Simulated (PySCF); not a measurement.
A ladder of Hamiltonians for P⁵⁺ (phosphorus, charge +5)

Occupied: 1s1/2, 2s1/2, 2p1/2, 2p3/2. Hartree-Fock calculated with PySCF 2.14 in an even-tempered Gaussian basis (21 s from 0.13 bohr⁻², ratio 2.3; 14 p from 0.16 bohr⁻², ratio 2.3), Gaussian nucleus throughout. NR is non-relativistic, sf-X2C the spin-free one-electron X2C Hamiltonian, X2C adds the bare one-electron spin-orbit term, X2C-SNSO screens it by Boettger's factors, DC is four-component Dirac-Coulomb, and the Gaunt and Breit terms are added at first order (total energies over the DC spinors, levels after relaxing the spinors in that mean field). QED terms are absent. Levels marked empty are virtual spinors of this ion.

```tsv
Hamiltonian	E (hartree)
NR	-334.3692
sf-X2C	-335.1787
X2C	-335.1793
X2C-SNSO	-335.1791
DC	-335.2064
DC+Gaunt	-335.1322
DC+Breit	-335.1373
```

```tsv
level (eV)	NR	sf-X2C	X2C	X2C-SNSO	DC	DC+Gaunt	DC+Breit
1s1/2	-2254.8	-2260.9	-2260.9	-2260.9	-2261.4	-2260.2	-2260.2
2s1/2	-278.97	-280.07	-280.07	-280.07	-280.10	-280.05	-280.05
2p1/2	-222.23	-222.30	-223.06	-222.96	-222.96	-222.85	-222.86
2p3/2	-222.23	-222.30	-221.92	-221.97	-221.99	-221.92	-221.93
3s1/2 (empty)	-64.398	-64.549	-64.549	-64.549	-64.553	-64.545	-64.546
3p1/2 (empty)	-53.533	-53.558	-53.637	-53.627	-53.626	-53.614	-53.615
3p3/2 (empty)	-53.533	-53.558	-53.519	-53.524	-53.526	-53.518	-53.520
```

Question: How large are the two-electron picture-change error of X2C and the Breit correction in the total energy?

Answer: X2C-1e lies 0.0271 hartree above Dirac-Coulomb; Gaunt adds 0.0742 and the full Breit term 0.0691 hartree.

| interval (eV) | X2C | X2C-SNSO | DC | DC+Gaunt | DC+Breit |
| --- | --- | --- | --- | --- | --- |
| 2p3/2 − 2p1/2 | 1.147 | 0.9934 | 0.9754 | 0.9289 | 0.9290 |
| 3p3/2 − 3p1/2 | 0.1186 | 0.1027 | 0.1006 | 0.09559 | 0.09559 |

Weight of the small component: 1s1/2 0.00284, 2s1/2 0.000428, 2p1/2 0.000401, 2p3/2 0.000399, 3s1/2 7.68e-05, 3p1/2 6.68e-05, 3p3/2 6.66e-05.

Koopmans' value for the highest occupied level at DC+Breit: 221.93 eV, against an ionisation energy of 220.43 eV (semi-empirical (NIST evaluation); NIST Atomic Spectra Database, ionization energies); the former lacks relaxation, correlation, QED and recoil.

The whole ladder took 170 s of wall time on 1 thread of Neoverse-N1 (shared host), launched as `OMP_NUM_THREADS=1 python relrun2.py TASK.json OUT` (a driver that calls PySCF for each Hamiltonian).
